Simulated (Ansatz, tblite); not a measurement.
Forces on [VO(NH3)4]2+ (VN₄OH₁₂²⁺) at its PBE-D4/def2-SVP geometry. The state is a doublet with charge 2.

The xTB rows come from tblite.

GFN1-xTB (tblite), largest force 1.23 eV/Å:

```xyz
18
positions Å, forces eV/Å
V    -0.180   -0.289    0.021   -0.417   -0.674    0.049
O    -0.993   -1.597    0.116    0.415    0.671   -0.047
N    -0.182    0.076   -2.108   -0.029    0.129   -1.220
H    -0.114   -0.831   -2.606   -0.061    0.680    0.319
H     0.580    0.659   -2.499   -0.599   -0.481    0.221
H    -1.051    0.495   -2.481    0.650   -0.336    0.246
N     1.837   -1.031   -0.198    1.117   -0.494   -0.103
H     2.613   -0.412    0.098   -0.542   -0.543   -0.220
H     2.095   -1.334   -1.154   -0.172    0.193    0.727
H     1.943   -1.892    0.369   -0.034    0.616   -0.435
N     0.287    0.093    2.096    0.206    0.163    1.198
H     1.084   -0.447    2.478   -0.616    0.395   -0.251
H    -0.515   -0.206    2.680    0.612    0.222   -0.382
H     0.478    1.073    2.375   -0.166   -0.771   -0.132
N    -1.723    1.214    0.185   -0.931    0.792    0.079
H    -2.018    1.449    1.149    0.179   -0.176   -0.732
H    -2.588    0.850   -0.256    0.601    0.303    0.340
H    -1.552    2.131   -0.266   -0.215   -0.689    0.343
```

GFN2-xTB (tblite), largest force 1.69 eV/Å:

```
V -0.431 -0.696 0.050
O 0.892 1.434 -0.103
N -0.026 -0.012 -0.398
H -0.058 0.159 0.203
H -0.182 -0.174 0.235
H 0.171 -0.154 0.180
N 0.337 -0.209 -0.015
H -0.324 -0.106 -0.050
H -0.172 0.058 0.229
H -0.133 0.183 -0.137
N 0.025 0.017 0.398
H -0.229 0.062 -0.174
H 0.154 0.000 -0.215
H -0.086 -0.265 -0.203
N -0.337 0.211 0.014
H 0.108 -0.163 -0.223
H 0.235 -0.017 0.117
H 0.055 -0.327 0.093
```

PBE-D4/def2-TZVP (Ansatz), largest force 0.69 eV/Å:

```
V 0.336 0.538 -0.039
O -0.364 -0.585 0.044
N -0.011 0.031 -0.416
H -0.013 0.202 0.135
H -0.171 -0.129 0.117
H 0.197 -0.094 0.108
N 0.375 -0.179 -0.032
H -0.199 -0.123 -0.068
H -0.078 0.081 0.216
H -0.045 0.204 -0.125
N 0.059 0.050 0.411
H -0.183 0.120 -0.111
H 0.177 0.066 -0.153
H -0.042 -0.223 -0.093
N -0.326 0.261 0.023
H 0.086 -0.068 -0.219
H 0.213 0.069 0.098
H -0.012 -0.222 0.104
```
